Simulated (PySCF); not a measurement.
Electron correlation in O²⁺ (oxygen, charge +2)

[He] 2s1 2p3, high-spin 5S determinant (an excited configuration). All numbers are calculated (PySCF 2.14, no relativity, point nucleus, in dyall-acv3z (15s9p4d2f, 76 functions)). Frozen: nothing; 6 electrons correlated; the 5 highest virtual orbitals of each spin left out.

```json
{"level": "CCSD", "correlation energy (mhartree)": "-86.58"}
{"level": "(T)", "correlation energy (mhartree)": "-0.20"}
{"level": "CCSD(T)", "correlation energy (mhartree)": "-86.78"}
```

Diagnostics: T1 = 0.00081, D1 = 0.0015, largest double amplitude 0.015.

Cost of the coupled-cluster step: roughly 10 core-seconds, for 6 correlated electrons.
